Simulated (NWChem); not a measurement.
C$_{2}$H$_{4}$O$_{2}$Si; SMILES O=C1C[SiH2]O1

```xyz
9

O      0.1244     2.1353     0.0000
C      0.0256     0.9517     0.0000
C     -1.2146     0.0417     0.0000
Si     0.0667    -1.3304     0.0000
O      1.0754     0.0744     0.0000
H     -1.8376     0.1904    -0.8938
H     -1.8376     0.1904     0.8938
H      0.2407    -2.1482    -1.2275
H      0.2407    -2.1482     1.2275
```
Atoms are numbered in this order, from 1.

Results from NWChem. The geometry was optimised at PBE0/def2-SVP. B3LYP is NWChem's, with the RPA form of VWN correlation. Atomic charges in e: unrestrained fits to the electrostatic potential beside Mulliken populations; buried atoms are poorly determined by the fit.

What does the run give for B3LYP/def2-SVP? Quantities: ESP O1; Mulliken O1; ESP C2; Mulliken C2; ESP C3; Mulliken C3; ESP Si4; Mulliken Si4; ESP O5; Mulliken O5; relative RMS misfit of the potential (%).


| Quantity | Result |
|---|---|
| ESP O1 | -0.53 |
| Mulliken O1 | -0.16 |
| ESP C2 | 0.83 |
| Mulliken C2 | 0.20 |
| ESP C3 | -0.55 |
| Mulliken C3 | -0.25 |
| ESP Si4 | 0.69 |
| Mulliken Si4 | 0.60 |
| ESP O5 | -0.50 |
| Mulliken O5 | -0.39 |
| relative RMS misfit of the potential (%) | 19 |
